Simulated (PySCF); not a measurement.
**How methods differ on the excitation energy of Sc⁺**

Sc⁺ [Ar] 3d1 4s1 (3D) → Sc⁺ [Ar] 3d1 4p1 (high-spin determinant), as a difference of total energies. Computed with PySCF 2.14 in ANO-RCC-VTZP (6s5p3d2f1g, 59 functions), with the spin-free X2C one-electron Hamiltonian (Gaussian nucleus). Correlated levels: valence and next inner shell: [Ne] frozen. The calculations carry no spin-orbit coupling.

```tsv
method	excitation energy (cm⁻¹)
UHF	26135
MP2 (valence and next inner shell)	27999
SCS-MP2 (valence and next inner shell)	27521
CCSD (valence and next inner shell)	27748
CCSD(T) (valence and next inner shell)	27861
```

A first-order spin-orbit estimate (lowest level to lowest level, LS coupling) adds -0.011 eV.

The basis was made for the ground configuration and has no added diffuse functions, so the excitation energy can come out too high.

The determinant of the upper state mixes LS terms, which raises its energy above the lowest term, most at the Hartree-Fock and MP2 levels.
